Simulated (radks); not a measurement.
Results of a calculation; reference values are marked as such.
Ca2+, 18 electrons, occupied as [Ar].

Level of theory: Dirac Kohn-Sham, BLYP, spin-unpolarised, spherical densities, finite nucleus; Fermi nuclear charge, rms radius 3.4776 fm (a radial shooting solver on a logarithmic mesh with Libxc functionals).

Energy parts (eV):
| part | energy |
|---|---|
| total | -18500.997 |
| kinetic | 18647.800 |
| electron-nucleus | -43680.649 |
| Hartree | 7509.172 |
| exchange-correlation | -977.319 |

Orbitals (lengths in bohr, moments of r in powers of bohr):
orbital,occ.,eigenvalue (eV),<r^4>,<r^2>,<1/r>,<r>,small-component weight
1s1/2,2,-3966.227,0.0001625,0.007942,19.74,0.07684,5.11e-03
2s1/2,2,-429.7262,0.04395,0.1573,4.053,0.3644,8.56e-04
2p1/2,2,-352.7712,0.03624,0.1317,3.980,0.3261,8.36e-04
2p3/2,4,-349.0779,0.03721,0.1336,3.939,0.3286,8.28e-04
3s1/2,2,-62.0211,3.801,1.530,1.217,1.151,1.68e-04
3p1/2,2,-43.1665,5.999,1.852,1.092,1.254,1.41e-04
3p3/2,4,-42.7735,6.145,1.875,1.084,1.262,1.39e-04

The highest occupied level is 3p3/2 at -42.773 eV. Summed over all electrons, <r^2> = 15.39 bohr^2, which gives a Langevin (diamagnetic) susceptibility term of -12.2 x 10^-6 cm^3/mol. For comparison, the ionisation energy in NIST's Atomic Spectra Database is 50.913 eV (measured). In exact Kohn-Sham theory the highest level is minus the ionisation energy, but local and semilocal functionals leave it too shallow, through self-interaction and a potential that decays too fast; potentials with the right tail come closer.
